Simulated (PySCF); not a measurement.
Species: C7H13ClSi.
Cartesian coordinates in Å at the GFN2-xTB level; atoms count from 1:
```
atom  x, y, z in Å
C1     3.851    0.272    0.816
C2     2.612   -0.188    0.748
Si3    1.235    0.677   -0.196
C4    -0.362   -0.379   -0.023
C5    -0.228   -1.802   -0.542
Cl6   -0.621   -0.478    1.763
C7    -1.540    0.300   -0.676
C8    -2.950    0.113   -0.205
C9    -2.271    1.439   -0.037
H10    4.143    1.179    0.313
H11    4.631   -0.228    1.372
H12    2.377   -1.101    1.282
H13    1.553    0.785   -1.627
H14    0.946    2.000    0.358
H15    0.586   -2.326   -0.046
H16   -1.149   -2.359   -0.378
H17   -0.023   -1.779   -1.610
H18   -1.392    0.363   -1.749
H19   -3.115   -0.483    0.680
H20   -3.732    0.020   -0.944
H21   -1.980    1.732    0.959
H22   -2.582    2.263   -0.661
```

Computed at PBE0/pcSseg-1 (PySCF, non-relativistic), with Q(35Cl) = −0.0817 b: Cl6, 35Cl (I = 3/2): χzz = -70.57 MHz, η = 0.034.

**Question.** Where would the pure quadrupole (NQR) lines of 35Cl at Cl6 fall for the rigid, isolated species?

**Answer.** From ν = (|χ|/2)√(1 + η²/3): ν = 35.29 MHz (alkyl chlorine). For 37Cl the ratio of quadrupole moments, 0.7881, gives 27.81 MHz.

**Question.** Apply the simplest Townes–Dailey estimate (no s hybridisation, no π bonding), ionic character = 1 − χzz/χ0, where χ0 is the coupling for one missing p electron along the bond: −109.74 MHz for 35Cl.

**Answer.** Cl6 on C4: 1 − (-70.57)/(-109.74) = 0.36. In this model a purely covalent bond gives χ0 and a free halide ion gives zero; s hybridisation or π bonding, where present, is counted here as ionic character.

In a crystal, neighbours and librations shift these lines. GFN2-xTB frequencies show an imaginary mode (26i cm⁻¹), so this geometry is no minimum at that level. GFN2-xTB bond lengths can be off by several hundredths of an ångström, more for odd bonds, and the gradients follow them. The small basis limits the accuracy of the gradients.

One conformer stands for the species.
